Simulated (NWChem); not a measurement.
Species: C3H6OSi; SMILES C1C=C[SiH2]O1

```xyz
11

C      0.6325     1.3336     0.0000
C      1.3462     0.1966     0.0000
Si     0.1044    -1.1913     0.0000
O     -1.2240    -0.1562     0.0000
C     -0.8646     1.2010     0.0000
H      1.0743     2.3379     0.0000
H      2.4385     0.1952     0.0000
H      0.1167    -2.0734     1.2063
H      0.1167    -2.0734    -1.2063
H     -1.2943     1.7091    -0.8858
H     -1.2943     1.7091     0.8858
```
Atoms are numbered in this order, from 1.

All runs: NWChem. Pople sets run with spherical d functions. STO-3G and 3-21G are far too small for this property and stand as cheap habits. All runs use the structure optimised with PBE0/def2-SVP. Field at 589 nm.

Task: Order these runs by computing time, cheapest first, and give rough ratios: B3LYP/STO-3G; B3LYP/def2-SVPD; B3LYP/def2-SVP.

Result: B3LYP/STO-3G (1), B3LYP/def2-SVP (4), B3LYP/def2-SVPD (10). Ratios are rough, from one shared machine; the cheapest took around 18 core-seconds (rough). What differs between the cheapest and the dearest: isotropic polarisability (bohr³) 29.9 → 65.0; anisotropy (bohr³) 23.2 → 25.5.
